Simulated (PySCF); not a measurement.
PySCF 2.14 output of an unrestricted r2SCAN0 calculation on a single atom or ion in x2c-QZVPPall with one added diffuse shell each of s, p, d, f, g type (14s9p8d5f3g, 143 functions), with scalar relativity by spin-free X2C-1e:

```
SCF conv_tol = 1e-09
number electrons alpha = 23  beta = 22
    M. Bursch, H. Neugebauer, S. Ehlert, and S. Grimme.,  J. Chem. Phys. 156, 134105 (2022)
cycle= 1 E= -5045.00575119609  delta_E= -0.0106  |g|= 0.0288  |ddm|= 0.119
cycle= 2 E= -5045.00593831343  delta_E= -0.000187  |g|= 0.00894  |ddm|= 0.0206
cycle= 3 E= -5045.00597195077  delta_E= -3.36e-05  |g|= 0.00542  |ddm|= 0.01
cycle= 4 E= -5045.00598690324  delta_E= -1.5e-05  |g|= 0.00206  |ddm|= 0.00572
cycle= 5 E= -5045.00599734027  delta_E= -1.04e-05  |g|= 0.000883  |ddm|= 0.0075
cycle= 6 E= -5045.00600022729  delta_E= -2.89e-06  |g|= 0.00013  |ddm|= 0.00613
cycle= 7 E= -5045.00600025098  delta_E= -2.37e-08  |g|= 2.7e-05  |ddm|= 0.00045
cycle= 8 E= -5045.00600025228  delta_E= -1.3e-09  |g|= 5.46e-06  |ddm|= 8.58e-05
cycle= 9 E= -5045.00600025234  delta_E= -6.09e-11  |g|= 3.69e-07  |ddm|= 2.28e-05
converged SCF energy = -5045.00600025234  <S^2> = 0.75848004  2S+1 = 2.0084621
```

The run itself started from symmetry-adapted Hartree-Fock orbitals and held the occupation by maximum overlap, on a logarithmic radial grid, so the iterations belong to that start.

Q: Which element, charge and spin multiplicity is this?

A: Pd⁺ (palladium, charge +1), multiplicity 2; the state was [Kr] 4d9, 2D determinant.
